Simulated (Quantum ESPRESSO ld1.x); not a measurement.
Values are calculated unless marked as measured or tabulated.
Question: The mean radii <r> (bohr) of the occupied orbitals of an atom or ion are listed with their occupations. Level of theory: Dirac Kohn-Sham, revPBE, spin-unpolarised, spherical densities, point nucleus (ld1.x of Quantum ESPRESSO 7.5).

| orbital | occ. | <r> |
|---|---|---|
| 1s1/2 | 2 | 0.03609 |
| 2s1/2 | 2 | 0.1577 |
| 2p1/2 | 2 | 0.1346 |
| 2p3/2 | 4 | 0.1391 |
| 3s1/2 | 2 | 0.4428 |
| 3p1/2 | 2 | 0.4383 |
| 3p3/2 | 4 | 0.4488 |
| 3d3/2 | 4 | 0.4305 |
| 3d5/2 | 6 | 0.4340 |
| 4s1/2 | 2 | 1.136 |
| 4p1/2 | 2 | 1.233 |
| 4p3/2 | 4 | 1.259 |
| 4d3/2 | 0.4 | 1.601 |
| 4d5/2 | 0.6 | 1.611 |

Name the element and its charge. Open shells, if any, are shared by 2j + 1.

Answer: Z = 41, niobium, charge +4: Nb4+ in [Kr] 4d1. The 1s radius gives Z: for a bare nucleus <r> = (2 gamma + 1)/(2Z) with gamma = sqrt(1 - (Z/c)^2), 0.03547 bohr for Z = 41, and screening makes it slightly larger (0.03609 here). The occupations add up to 37, and the charge is Z minus that.
